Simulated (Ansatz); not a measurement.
Start from `C[SiH2]C(F)F` and change one atom or group to get `FC(F)[SiH3]`.

Ansatz, PBE0-D4/def2-TZVP geometries, multiplicity 1. Each molecule was computed in one conformer, which needn't be the lowest.

| property | `C[SiH2]C(F)F` |
| --- | --- |
| LUMO energy (B3LYP/def2-TZVPP) / eV | 0.21 |
| HOMO–LUMO gap (PBE0/def2-TZVPP) / eV | 8.94 |
| size of the dipole moment (PBE/def2-TZVPP) / D | 2.35 |
| size of the dipole moment (ωB97M-V/def2-TZVPP) / D | 2.53 |
| HOMO–LUMO gap (PBE/def2-TZVPP) / eV | 6.55 |
| HOMO–LUMO gap (B3LYP/def2-TZVPP) / eV | 8.47 |

(1) What does the change do to each property? (Best estimate.)

Results:

(1) Ansatz gave: 
```json
{"property": "LUMO energy (B3LYP/def2-TZVPP) / eV", "`FC(F)[SiH3]`": "0.06", "shift": "-0.15"}
{"property": "HOMO–LUMO gap (PBE0/def2-TZVPP) / eV", "`FC(F)[SiH3]`": "9.04", "shift": "0.10"}
{"property": "size of the dipole moment (PBE/def2-TZVPP) / D", "`FC(F)[SiH3]`": "1.68", "shift": "-0.67"}
{"property": "size of the dipole moment (ωB97M-V/def2-TZVPP) / D", "`FC(F)[SiH3]`": "1.90", "shift": "-0.63"}
{"property": "HOMO–LUMO gap (PBE/def2-TZVPP) / eV", "`FC(F)[SiH3]`": "6.65", "shift": "0.10"}
{"property": "HOMO–LUMO gap (B3LYP/def2-TZVPP) / eV", "`FC(F)[SiH3]`": "8.59", "shift": "0.12"}
```

With PBE0 the HOMO falls by 0.28 eV and the LUMO falls by 0.18 eV, so the gap widens by about 0.10 eV. PBE moves the HOMO by -0.27 eV and ωB97M-V by -0.28 eV. Dipoles are sizes alone; their direction can turn.

B3LYP here is the variant with VWN-RPA as its local correlation; programs differ in this.
